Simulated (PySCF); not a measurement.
## Relaxation of doublet SiOBr

Computed with PySCF, UPBE0, basis Si def2-TZVP, O def2-TZVP, Br def2-TZVP (no relativity, density fitting). A (50,194) grid was used.

A hand-made bent start, of Cs symmetry, held to at least that symmetry:

Coordinates in bohr (charge 0 multiplicity 2):
```
Si   -1.9559    0.0000   -1.8323
O    -4.4946    0.0000   -0.0546
Br    1.6043    0.0000    0.6606
```

(1) What forces act on the atoms at the start (eV/Å)?

(2) What does it relax to?

(3) How much energy is released, and in how many steps?

## Answers

(1) 
```
atom     Fx    Fy     Fz
 Si1  -2.33  0.00   3.09
  O2   2.89  0.00  -2.42
 Br3  -0.56  0.00  -0.67
```

(2) It ends at Cs with Si–Br 2.223 Å, Si–O 1.520 Å; Br–Si–O 126.1° (after a last refinement on a finer grid). A frequency run shows a minimum. Other isomers or separated fragments may lie lower.

(3) 38.6 kJ/mol in 5 steps.
